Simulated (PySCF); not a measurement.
## Spinor energies of Os⁵⁴⁺ (osmium, charge +54)

Start: [Ar] 3d4; 3d3/2 filled at m_j = -3/2, -1/2, +1/2, +3/2. Calculated with PySCF 2.14 in an even-tempered Gaussian basis (15 s from 15 bohr⁻², ratio 2.8; 12 p from 20 bohr⁻², ratio 2.8; 8 d from 20 bohr⁻², ratio 2.8; 3 f from 65 bohr⁻², ratio 3): generalised Hartree-Fock with the X2C-1e Hamiltonian and a Gaussian nucleus; one run each with spin-orbit coupling (SO) switched off, then screened by Boettger's factors.

```json
{"spinor shell": "1s1/2", "electrons": "2", "ε, spin-free (eV)": "-77875.6", "ε, screened SO (eV)": "-77843.4", "weight of nominal j (screened SO)": "1.000", "rms radius, screened SO (bohr)": "0.0200"}
{"spinor shell": "2s1/2", "electrons": "2", "ε, spin-free (eV)": "-16578.7", "ε, screened SO (eV)": "-16565.1", "weight of nominal j (screened SO)": "1.000", "rms radius, screened SO (bohr)": "0.0804"}
{"spinor shell": "2p1/2", "electrons": "2", "ε, spin-free (eV)": "-14907.5", "ε, screened SO (eV)": "-16025.3", "weight of nominal j (screened SO)": "1.000", "rms radius, screened SO (bohr)": "0.0683"}
{"spinor shell": "2p3/2", "electrons": "4", "ε, spin-free (eV)": "-14907.5", "ε, screened SO (eV)": "-14448.2", "weight of nominal j (screened SO)": "1.000", "rms radius, screened SO (bohr)": "0.0756"}
{"spinor shell": "3s1/2", "electrons": "2", "ε, spin-free (eV)": "-6213.1", "ε, screened SO (eV)": "-6208.6", "weight of nominal j (screened SO)": "1.000", "rms radius, screened SO (bohr)": "0.199"}
{"spinor shell": "3p1/2", "electrons": "2", "ε, spin-free (eV)": "-5704.4", "ε, screened SO (eV)": "-5998.1", "weight of nominal j (screened SO)": "1.000", "rms radius, screened SO (bohr)": "0.189"}
{"spinor shell": "3p3/2", "electrons": "4", "ε, spin-free (eV)": "-5704.4", "ε, screened SO (eV)": "-5580.9", "weight of nominal j (screened SO)": "1.000", "rms radius, screened SO (bohr)": "0.203"}
{"spinor shell": "3d3/2", "electrons": "4", "ε, spin-free (eV)": "-5251.1", "ε, screened SO (eV)": "-5286.9", "weight of nominal j (screened SO)": "1.000", "rms radius, screened SO (bohr)": "0.174"}
```

| quantity | spin-free | screened SO |
| --- | --- | --- |
| E (hartree) | -14527.96913 | -14556.46420 |
| M_J | 0 | 0 |
| ⟨J²⟩ | 4.001 | 0.000 |
| ⟨L²⟩ | 6.000 | 2.465 |
| ⟨S²⟩ | 6.000 | 2.465 |

Breit and QED terms are absent; they matter most for the inner s and p1/2 levels.

Densities and radii are taken from the X2C orbitals without a picture-change correction, which distorts them close to the nucleus.

Without spin-orbit coupling the j labels of p, d and f shells carry no meaning; the spin-free column gives the mean over the occupied spinors of each nl shell, and its ⟨J²⟩ belongs to a mixture of degenerate components.
